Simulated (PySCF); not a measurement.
# I(2+) (iodine, charge +2) across methods

[Kr] 4d10 5s2 5p2 6s1, high-spin 4P determinant (an excited configuration). Computed with PySCF 2.14 in aug-cc-pwCVTZ-PP with ECP28MDF, with a scalar-relativistic core potential. The B2PLYP total includes its PT2 part (frozen core); its orbital energies are those of the SCF part.

```csv
method,E (hartree),mean ε 5s β (eV),mean ε 5p α (eV),mean ε 6s α (eV),Σ⟨r²⟩ (bohr²),⟨S²⟩
PBE0,-294.0703,-39.657,-29.808,-13.654,53.05,3.752
B2PLYP,-293.7905,-40.628,-30.953,-13.952,53.50,3.753
CAM-B3LYP,-294.0529,-41.458,-31.102,-14.432,53.08,3.752
TPSS,-293.9456,-38.379,-28.501,-13.049,53.00,3.752
PBE,-294.0557,-38.558,-28.381,-13.171,52.80,3.751
r2SCAN,-294.1616,-38.697,-28.953,-13.127,53.24,3.753
UHF,-293.10355,-41.523,-33.195,-14.694,54.01,3.756
LDA,-293.6275,-39.096,-28.476,-13.339,52.57,3.751
```

Energies and moments cover only the electrons outside the core potential. The outer electron is Rydberg-like, and this basis confines it to a smaller radius and binds it less than a complete one would.
